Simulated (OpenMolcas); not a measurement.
# Sr I: input and output

Input:

```
&GATEWAY
Coord
1

Sr 0.0 0.0 0.0
Basis=ANO-R1
Group=XYZ
NoMove
AngMom=0.0 0.0 0.0
AMFI
&SEWARD
&RASSCF
FileOrb=start.orb
Symmetry=1
Spin=3
nActEl=2 0 0
Inactive=9 9
Ras2=6 3
CIRoot=3 3 1
SDav=18
CIMx=300
Iter=120 100
PrWF=0.3
OrbListing=Nothing
MaxOrb=0
Atom
>>> COPY $Project.JobIph JOB001
&RASSCF
FileOrb=start.orb
Symmetry=1
Spin=1
nActEl=2 0 0
Inactive=9 9
Ras2=6 3
CIRoot=1 1 1
SDav=27
CIMx=300
Iter=120 100
PrWF=0.3
OrbListing=Nothing
MaxOrb=0
Atom
>>> COPY $Project.JobIph JOB002
&RASSCF
FileOrb=start.orb
Symmetry=2
Spin=3
nActEl=2 0 0
Inactive=9 9
Ras2=6 3
CIRoot=3 3 1
SDav=18
CIMx=300
Iter=120 100
PrWF=0.3
OrbListing=Nothing
MaxOrb=0
Atom
>>> COPY $Project.JobIph JOB003
&RASSI
NrOfJobIphs=2 1 3
1
1 2 3
IphNames
JOB002
JOB003
EJob
SpinOrbit
DIPRint=1.0
SOCoupling=1000.0
Subsets=2
MEES
Property=10
'ANGMOM' 1 'ANGMOM' 2 'ANGMOM' 3 'MLTPL  1' 1 'MLTPL  1' 2 'MLTPL  1' 3
'AMFI' 1 'AMFI' 2 'AMFI' 3 'MLTPL  2' 6
SOProperty=3
'ANGMOM' 1 'ANGMOM' 2 'ANGMOM' 3
```

Launched by
```bash
OMP_NUM_THREADS=1 MOLCAS_MEM=2252 MOLCAS_PROJECT=a pymolcas a.inp > a.log  # once for each step of the input, in one work folder
```

A driver script runs the steps one by one and writes start.orb anew before each from the orbitals found so far.

Output, cut to the results:

```
--- SEWARD ---
Basis set label: SR.ANO-R...5S4P2D.

      Electronic valence basis set:
      ------------------
      Associated Effective Charge  38.000000 au
      Associated Actual Charge     38.000000 au
      Nuclear Model: Finite nucleus - Gaussian distribution
        Gaussian exponent, Xi/bohr**(-2):  2.28394E+08

      Shell  nPrim  nBasis  Cartesian Spherical Contaminant
         s      22       5        X
         p      15       4        X
         d      10       2                 X
                  Relativistic X2C integrals
                  Atomic mean-field integrals
--- RASSCF ---
Wave function specifications:
      -----------------------------

      Number of closed shell electrons          36
      Number of electrons in active shells       2
      Max number of holes in RAS1 space          0
      Max nr of electrons in RAS3 space          0
      Number of inactive orbitals               18
      Number of active orbitals                  9
      Number of secondary orbitals               0
      Spin quantum number                      1.0
      State symmetry                             1
Orbital specifications:
      -----------------------

      Symmetry species                           1   2
                                                ag  au
      Frozen orbitals                            0   0
      Inactive orbitals                          9   9
      Active orbitals                            6   3
      RAS1 orbitals                              0   0
      RAS2 orbitals                              6   3
      RAS3 orbitals                              0   0
      Secondary orbitals                         0   0
      Deleted orbitals                           0   0
      Number of basis functions                 15  12
      Number of CSFs                            18
      Number of root(s) required                 3
      Iter CI   SX   CI       RASSCF       Energy    max ROT     max BLB   max BLB  Level Ln srch  Step   QN
          iter iter root      energy       change     param      element    value   shift minimum  type update
 Nr of preliminary CI iterations:   1
 ###############################################################################
 ###############################################################################
 ###                                                                         ###
 ###                                                                         ###
 ###    WARNING: Problems in orbital optimization.                           ###
 ###                                                                         ###
 ###                                                                         ###
 ###############################################################################
 ###############################################################################
  Warning: In symmetry  1, orbital p=  15 has diagonal density matrix element D(p,p) close to zero. D(p,p)=  2.124122E-23
      Total energies have been shifted. Add                -3000.00 au
        ...
 ###############################################################################
 ###############################################################################
  Warning: In symmetry  1, orbital p=  15 has diagonal density matrix element D(p,p) close to zero. D(p,p)=  8.163679E-24
        6   1    2    0  -177.13451178   -1.36E-09  -6.43E-08    9  15 1  2.45E-07   0.00   1.00    QN   YES
      Convergence after  6 iterations
        7   1    2    0  -177.13451178    3.18E-12  -6.43E-08    9  15 1  3.17E-08   0.00   1.00    QN   YES
      Natural orbitals and occupation numbers for root  1
      sym 1:   0.000018   0.000018  -0.000000   0.000005   0.000005   0.000000
      sym 2:   0.999977   0.000000   0.999977
      Natural orbitals and occupation numbers for root  2
      sym 1:   0.000000   0.000005   0.000018   0.000005   0.000018   0.000000
      sym 2:   0.999977   0.000000   0.999977
      Natural orbitals and occupation numbers for root  3
      sym 1:   0.000005  -0.000000   0.000018   0.000018   0.000005   0.000000
      sym 2:  -0.000000   0.999977   0.999977
::    RASSCF root number  1 Total energy:  -3177.13451178
::    RASSCF root number  2 Total energy:  -3177.13451178
::    RASSCF root number  3 Total energy:  -3177.13451178
--- RASSCF ---
Wave function specifications:
      -----------------------------

      Number of closed shell electrons          36
...
--- RASSI ---
SPIN-FREE ENERGIES:
  (Shifted by EMIN (a.u.) =      -3177.3695272602)

 SF State       Relative EMIN(au)   Rel lowest level(eV)    D:o, cm**(-1)      L_eff

     1             0.0000000000        0.0000000000              0.0000         0.0
     2             0.0930328158        2.5315518850          20418.3430         1.0
     3             0.0930328158        2.5315518850          20418.3430         1.0
     4             0.0930328158        2.5315518850          20418.3430         1.0
     Dipole printing threshold changed to   1.00000000E+00

++ Dipole transition strengths (spin-free states):
   -----------------------------------------------
     for osc. strength at least  1.00000000E+00

  ( Max oscillator strength is only    0.0000000000000000      )
--
Eigenvalues of complex Hamiltonian:
   -----------------------------------
  (Shifted by EMIN (a.u.) =      -3177.3695272602)

 SO State       Relative EMIN(au)   Rel lowest level(eV)    D:o, cm**(-1)     J-value

     1             0.0000000000        0.0000000000              0.0000         0.0
     2             0.0904569128        2.4614579916          19852.9976         0.0
     3             0.0917448643        2.4965049383          20135.6703         0.8
     4             0.0917448643        2.4965049383          20135.6703         0.7
     5             0.0917448643        2.4965049383          20135.6703         0.7
     6             0.0943207674        2.5665988317          20701.0156         1.2
     7             0.0943207674        2.5665988317          20701.0156         1.8
     8             0.0943207674        2.5665988317          20701.0156         1.2
     9             0.0943207674        2.5665988317          20701.0156         1.8
    10             0.0943207674        2.5665988317          20701.0156         1.8
Weights of the five most important spin-orbit-free states for each spin-orbit state.

...
```

The J values that RASSI prints are effective ones from its own formula and need not be integers or half-integers; the table below assigns J from the states.

Levels above the lowest, from the spin-orbit matrix, grouped by J:

```csv
Configuration,Term,J,E (cm⁻¹),Measured (cm⁻¹),g,Term weight %
5s²,¹S,0,0.0,0.0,,100
5s 5p,³P°,0,19853,14318,,100
5s 5p,³P°,1,20136,14504,1.501,100
5s 5p,³P°,2,20701,14899,1.501,100
```

Against the 3 measured excited levels shown (NIST Handbook of Basic Atomic Spectroscopic Data) the mean absolute deviation is 5700 cm-1; the largest miss in energy is 5s 5p ³P°₂: computed 20701, measured 14899 cm⁻¹ (+38.9 %).

Some high roots are left out of the spin-orbit mixing, which shifts the levels that they would mix with. Without dynamic correlation excited terms often stand tens of per cent too high (terms of higher spin than the ground term too low), and those without a measured partner can miss by more than the paired ones. The ANO-R sets hold no well-fitted valence p shell for this element, so s → p excitations can come out far too high. No level of 4d 5s was computed, though it lies in the active space. Computed and measured levels are paired by configuration, term and J; levels that our copy of the source lacks, or whose pairing is in doubt (as where it misses far off the trend of its configuration), stay unpaired and out of the deviations. Levels of configurations outside the active space are missing. The first state left out of the spin-orbit step lies near 41000 cm-1 above the lowest spin-free state of the reference (among the parities and spins computed), and the list stops at four fifths of that energy or lower.

The term weight is that of the spin-free term in the level, not the purity of its configuration. ° marks odd parity.
